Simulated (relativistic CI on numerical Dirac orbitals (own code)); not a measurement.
# Sc3+ in a cubic cluster: L2,3 absorption with charge transfer

Computed with a charge-transfer multiplet model of a cubic metal-ligand cluster with up to 2 ligand holes, Slater and spin-orbit integrals from Dirac-Coulomb-Breit ions, Slater integrals scaled by 0.8. The ground state mixes d0 with configurations of k ligand holes L, whose averages lie at kΔ + k(k − 1)U_dd/2; a core hole lowers each added d electron by U_cd. 300 K, Lorentzian 0.4 eV and Gaussian 0.3 eV FWHM.

Atomic integrals in eV (Slater integrals scaled, ζ unscaled), ground: F2dd 4.710, F4dd 2.885, zeta_d 0.005; with the core hole: F2dd 4.710, F4dd 2.885, zeta_d 0.020, zeta_core 3.005, F2cd 4.113, G1cd 2.955, G3cd 1.675. Where a configuration has fewer than two d electrons, the dd integrals are those of d2.

Cluster parameters (eV): Δ = 2.7, U_dd = 4.3, 10Dq = 0.55, 10Dq(ligand) = 1.3, V(eg) = 2.7, V(t2g) = -1.35, final-state hopping factor = 0.9.

```csv
Case,n_d,d0,d1L,d2L2,S
U_cd = 3.7 eV,0.75,0.38,0.50,0.13,0.00
U_cd = 5.5 eV,0.75,0.38,0.50,0.13,0.00
U_cd = 6.7 eV,0.75,0.38,0.50,0.13,0.00
```

Weights, n_d and S are thermal averages at 300 K. Photon energies count from the first peak over 30 % of the highest in each spectrum, which can be another peak from case to case. The parameters are a model scan and need not match a compound or its usual spin state. Peaks in eV (height, largest 100):
- U_cd = 3.7 eV: -1.5 (20), 0.0 (100), 2.6 (37), 4.2 (95)
- U_cd = 5.5 eV: -1.5 (22), 0.0 (100), 2.8 (33), 4.3 (99)
- U_cd = 6.7 eV: -1.5 (24), 0.0 (100), 2.7 (35), 4.5 (86), 13.6 (5)

A d0 ion has no d-d gap: its lowest excitations are ligand-to-metal charge transfer. With the core hole the configuration with one ligand hole lies at Δ + U_dd − U_cd = 3.3, 1.5, 0.3 eV from the one without, in the order of the table; where this is negative the screened configuration lies lower, though the effective hopping of about 5.4 eV (from the holes of the mixed ground state) mixes the two strongly wherever it is as large as the gap.

With at most 2 ligand holes the space is cut while the next configuration still counts, so covalency is underestimated, and a final configuration with one more ligand hole, which can lie low, is missing from the spectra.
